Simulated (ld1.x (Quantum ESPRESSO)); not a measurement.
Varying the TM potential for Fe (Z = 26)

Base potential:

- Element: Fe
- Generator: ld1.x (Quantum ESPRESSO) 7.5
- Type: norm-conserving Troullier–Martins (Kleinman–Bylander form)
- Functional: LDA (PZ)
- Relativity: non-relativistic
- Frozen core: [Ar]
- Valence charge: 8
- Reference configuration: 3d6 4s0 4p0 (charge +2)
- Partial waves: 4s (bound, empty): rc 1.90 bohr; 4p (bound, empty): rc 1.75 bohr; 3d (bound): rc 0.85 bohr
- Local potential: all-electron potential smoothed inside 1.45 bohr (lloc = -1)
- Core correction: Bessel-smoothed model core, default radius (core density twice the valence density)

All-electron outer shells of the reference configuration (LDA (PZ), non-relativistic, ld1.x):

```json
{"shell": "3p", "level (eV)": "-77.96", "outermost node (bohr)": "0.30", "outermost maximum (bohr)": "0.72"}
{"shell": "3d", "level (eV)": "-26.20", "outermost node (bohr)": "–", "outermost maximum (bohr)": "0.71"}
{"shell": "4s", "level (eV)": "-20.09", "outermost node (bohr)": "1.01", "outermost maximum (bohr)": "2.18"}
{"shell": "4p", "level (eV)": "-14.24", "outermost node (bohr)": "1.09", "outermost maximum (bohr)": "2.56"}
```

Cutoffs, loose and tight: the cutoffs (Ry, on a coarse ladder) from which the occupation-weighted sum of valence levels, in a spherical-Bessel basis at the reference potential, stays within 10 and 1 mRy of its value at 400 Ry. They do not see the model core or the augmentation charge, which bear on the density cutoff. Test errors are all-electron minus pseudo excitation energies from the reference, over the configurations 3d6 4s2 4p0; 3d6 4s1 4p0; 3d5 4s0 4p0; 3d6.5 4s1.5 4p0; 3d7 4s1 4p0; 3d4 4s0 4p0; 3d5 4s2 4p1 (two spin-polarised tests are not counted in the largest error). A dash means not determined; rows that change the core or the reference have their own tests. The largest error is taken over the tests solved by every variant that gives reliable tests at all: 3d4 4s0 4p0; 3d5 4s0 4p0; 3d6 4s1 4p0.

A true bound ghost makes a file unfit for plane-wave use even where its test errors are small: the radial tests pick states by their node count and pass the ghost by. Where a test does run into it, the solver fails or the error is huge.

| change | outcome | cutoff, loose | cutoff, tight | bound ghosts | largest test error (meV) |
| --- | --- | --- | --- | --- | --- |
| base | generated | 260 Ry | over 300 Ry | s | -1819 |
| all radii but the core radius scaled by about 0.84 (s 1.60, p 1.48, d 0.72 bohr); local potential all-electron potential smoothed inside 1.22 bohr (lloc = -1) | generated | 300 Ry | over 300 Ry | p, s | -1753 |
| all radii but the core radius scaled by about 0.94 (s 1.78, p 1.64, d 0.80 bohr); local potential all-electron potential smoothed inside 1.36 bohr (lloc = -1) | generated | 260 Ry | 300 Ry | s | -1799 |
| all radii but the core radius scaled by about 1.11 (s 2.10, p 1.94, d 0.94 bohr); local potential all-electron potential smoothed inside 1.60 bohr (lloc = -1) | generated | 200 Ry | 300 Ry | s | -1869 |
| all radii but the core radius scaled by about 1.19 (s 2.26, p 2.08, d 1.02 bohr); local potential all-electron potential smoothed inside 1.72 bohr (lloc = -1) | generated | 200 Ry | 260 Ry | s | -1908 |
| all radii but the core radius scaled by about 1.29 (s 2.44, p 2.26, d 1.10 bohr); local potential all-electron potential smoothed inside 1.86 bohr (lloc = -1) | generated | 180 Ry | 260 Ry | none | -1946 |

(1) What comes out with this change to the base: all radii but the core radius scaled by about 0.77 (s 1.46, p 1.34, d 0.66 bohr); local potential all-electron potential smoothed inside 1.12 bohr (lloc = -1)?

(2) What comes out with this change to the base: all radii but the core radius scaled by about 1.37 (s 2.60, p 2.40, d 1.16 bohr); local potential all-electron potential smoothed inside 1.98 bohr (lloc = -1)?

Results:

(1) outcome: generated; cutoff, loose: over 300 Ry; cutoff, tight: over 300 Ry; bound ghosts: p, s; largest test error (meV): -1733.

(2) outcome: generated; cutoff, loose: 160 Ry; cutoff, tight: 230 Ry; bound ghosts: none; largest test error (meV): -1994.

Reading the sweep of the scale of all radii but the core radius (base = 1) (base included, trends over the rows without a ghost): Bound ghosts are found at 0.77, 0.84, 0.94, 1, 1.11, 1.19.
